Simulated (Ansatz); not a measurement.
Basis-set series for `FB(F)OCC(F)(F)F`. Charge 0, multiplicity 1. All single points use the PBE0-D4/def2-TZVP geometry. It is one conformer, not always the lowest.

```csv
functional,basis,functions,energy (Eh),HOMO (eV),LUMO (eV)
PBE0-D4,def2-SVP,136,-675.71059,-9.96,1.20
PBE0-D4,def2-TZVPP,307,-676.51824,-10.07,0.53
ωB97M-V,def2-SVP,136,-676.19907,-12.33,3.11
ωB97M-V,def2-TZVPP,307,-677.02257,-12.47,1.85
```

Problem. Give the rows for def2-QZVPP. (An estimate is asked.)

Solution. Computed: 
| functional | basis | functions | energy (Eh) | HOMO (eV) | LUMO (eV) |
| --- | --- | --- | --- | --- | --- |
| PBE0-D4 | def2-QZVPP | 573 | -676.55290 | -10.10 | 0.41 |
| ωB97M-V | def2-QZVPP | 573 | -677.05506 | -12.50 | 1.57 |

Positive LUMOs are unbound and depend on the basis.
